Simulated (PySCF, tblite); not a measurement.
Isomers of C7H14F2Si, one GFN2-xTB conformer each. Single-point energies are computed at PBE0/pcSseg-1 (PySCF, gas phase, no added dispersion term), electronic only.

Question: Rank them by PBE0/pcSseg-1 energy, lowest first (kcal/mol).
A. `[CH3:1][C@@H:2]1[C@@H:3]([F:4])[Si@@H:5]([CH3:6])[CH2:7][CH2:8][C@@H:9]1[F:10]` with C1–C2–C3–F4 166°, C2–C3–Si5–C6 -159°, C3–Si5–C7–C8 41°, Si5–C7–C8–C9 -56°
B. `[CH3:1][C@@H:2](/[CH:3]=[CH:4]\[SiH3:5])[CH2:6][C:7]([CH3:8])([F:9])[F:10]` with C1–C2–C3–C4 -118°, C1–C2–C6–C7 68°, C2–C6–C7–C8 164°
C. `[CH3:1][C:2]([CH3:3])([CH3:4])[C@H:5]([SiH3:6])/[C:7]([F:8])=[CH:9]/[F:10]` with C2–C5–C7–F8 67°
D. `[F:1][CH2:2][C@H:3]([F:4])[SiH2:5][CH:6]1[CH2:7][CH2:8][CH2:9][CH2:10]1` with F1–C2–C3–F4 93°, C2–C3–Si5–C6 69°, C3–Si5–C6–C7 54°, Si5–C6–C7–C8 163°, C6–C7–C8–C9 -21°, C7–C8–C9–C10 -6°, C8–C9–C10–C6 30°
E. `[CH3:1][C@@H:2]([CH2:3][F:4])[Si@:5]1([CH3:6])[CH2:7][C@H:8]([F:9])[CH2:10]1` with C1–C2–C3–F4 70°, C1–C2–Si5–C6 -45°, C2–Si5–C7–C8 -125°, Si5–C7–C8–F9 136°, C7–C8–C10–Si5 -15°, C2–Si5–C10–C8 125°
F. `[CH2:1]=[CH:2][SiH2:3][C:4]([F:5])([F:6])[C:7]([CH3:8])([CH3:9])[CH3:10]` with C1–C2–Si3–C4 47°, C2–Si3–C4–F5 -164°
G. `[CH3:1][C@@H:2]([CH2:3][F:4])[Si@:5]1([CH3:6])[CH2:7][C@@H:8]([F:9])[CH2:10]1` with C1–C2–C3–F4 68°, C1–C2–Si5–C6 -55°, C2–Si5–C7–C8 -120°, Si5–C7–C8–F9 -105°, C7–C8–C10–Si5 -11°, C2–Si5–C10–C8 121°

Answer: A (0.0), E (11.9), G (13.3), D (20.3), B (22.4), F (28.4), C (39.8).

As drawn, the highest has a C=C bond outside aromatic rings and a quaternary carbon, which the lowest lacks. Neighbours under 2.5 kcal/mol apart (C[C@@H](CF)[Si@]1(C)C[C@H](F)C1 and C[C@@H](CF)[Si@]1(C)C[C@@H](F)C1; FC[C@H](F)[SiH2]C1CCCC1 and C[C@@H](/C=C\[SiH3])CC(C)(F)F) can change places with a better method, another conformer or zero-point energy. C[C@@H](CF)[Si@]1(C)C[C@H](F)C1 and C[C@@H](CF)[Si@]1(C)C[C@@H](F)C1 are stereoisomers, 1.4 kcal/mol apart in the conformers taken. GFN2-xTB itself gives, in the same order: 0.0, 21.2, 21.5, 2.2, 11.8, 22.7, 14.8. Both levels put the same isomer lowest; measured from each level's own lowest isomer, the values differ by up to 25.0 kcal/mol (CC(C)(C)[C@H]([SiH3])/C(F)=C/F: 14.8 against 39.8).

Q: Which frontier levels, dipoles and rotational constants go with these structures?

A: 
```tsv
SMILES	HOMO (eV, PBE0/pcSseg-1)	LUMO (eV)	dipole (D)	A, B, C (MHz)
C[C@@H]1[C@@H](F)[Si@@H](C)CC[C@@H]1F	-7.86	0.93	2.27	1679, 835.1, 731.6
C[C@@H](CF)[Si@]1(C)C[C@H](F)C1	-7.80	1.09	1.86	1837, 626.7, 615.7
C[C@@H](CF)[Si@]1(C)C[C@@H](F)C1	-7.64	1.01	2.83	2005, 630.0, 610.4
FC[C@H](F)[SiH2]C1CCCC1	-8.17	0.99	1.30	1869, 627.8, 616.1
C[C@@H](/C=C\[SiH3])CC(C)(F)F	-7.61	-0.38	2.26	1875, 541.5, 497.6
C=C[SiH2]C(F)(F)C(C)(C)C	-7.82	-0.79	2.31	1568, 852.5, 793.0
CC(C)(C)[C@H]([SiH3])/C(F)=C/F	-7.02	0.24	2.71	1421, 809.5, 656.7
```

Q: What happens when harmonic zero-point energies from GFN2-xTB frequencies are added?

A: 
| SMILES | ZPE (kcal/mol) | electronic (kcal/mol) | with ZPE (kcal/mol) |
| --- | --- | --- | --- |
| C[C@@H]1[C@@H](F)[Si@@H](C)CC[C@@H]1F | 122.9 | 0.0 | 0.0 |
| C[C@@H](CF)[Si@]1(C)C[C@H](F)C1 | 123.4 | 11.9 | 12.3 |
| C[C@@H](CF)[Si@]1(C)C[C@@H](F)C1 | 123.2 | 13.3 | 13.6 |
| FC[C@H](F)[SiH2]C1CCCC1 | 122.2 | 20.3 | 19.6 |
| C[C@@H](/C=C\[SiH3])CC(C)(F)F | 118.0 | 22.4 | 17.5 |
| C=C[SiH2]C(F)(F)C(C)(C)C | 119.0 | 28.4 | 24.4 |
| CC(C)(C)[C@H]([SiH3])/C(F)=C/F | 118.6 | 39.8 | 35.5 |

The zero-point energies span 5.4 kcal/mol. The lowest isomer stays, but the order above it changes.
